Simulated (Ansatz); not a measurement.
```yaml
crystal:
  periodic: [false, false, false]
  atoms:
    - {symbol: C, position_ang: [-0.368362, -0.127905, 1.491444]}
    - {symbol: N, position_ang: [0.083029, -0.085414, 0.118908]}
    - {symbol: C, position_ang: [1.005951, -1.146865, -0.214256]}
    - {symbol: Zr, position_ang: [-0.585797, 1.249275, -1.219465]}
    - {symbol: F, position_ang: [0.774332, 1.477652, -2.541996]}
    - {symbol: F, position_ang: [-1.069274, 2.834195, -0.267992]}
    - {symbol: F, position_ang: [-2.149249, 0.519836, -2.053046]}
    - {symbol: H, position_ang: [-0.892428, -1.067249, 1.711966]}
    - {symbol: H, position_ang: [-1.055957, 0.696208, 1.703899]}
    - {symbol: H, position_ang: [0.474413, -0.040424, 2.189838]}
    - {symbol: H, position_ang: [1.906241, -1.102074, 0.412754]}
    - {symbol: H, position_ang: [0.547430, -2.134832, -0.075295]}
    - {symbol: H, position_ang: [1.329679, -1.072403, -1.256758]}
basis:
  gaussian: {orbitals: STO-3G}
hamiltonian: {xc: {name: wB97}}
```

```sh
$ ansatz run in.yaml --threads 2 --pin off --events-out ev --progress --plain --max-ram 32768MiB --backend cpu
```

Output, abridged:

```
Functional definition: wB97
846 factors; integrals over basis functions are off by at most 6.8e-5 eV
290 factors; integrals over basis functions are off by at most 2.5e-6 eV
mean field evaluation 1: about -107031.9545 eV, gradient 3.2e1 eV
mean field evaluation 2: about -107032.3347 eV, gradient 3.8e1 eV
mean field evaluation 4: about -107036.1064 eV, gradient 1.4e0 eV
mean field evaluation 8: about -107035.9413 eV, gradient 3.3e-2 eV
mean field -107035.94132811 eV, -3933.4982922412 hartree, gradient 7.3e-5 eV, S^2 0.000000; 0 other end points of the search recorded, 0 dependent functions left out
reference -107035.94132096 eV, -3933.4982919784 hartree; 46, 46 occupied and 17, 17 virtual orbitals, 846 factors
Total energy: -107035.94132096 eV, -3933.4982919784 hartree
```

Run time 3.5 s (2 threads of an AMD EPYC 7R13 on a shared host); peak host memory 0.57 GiB.
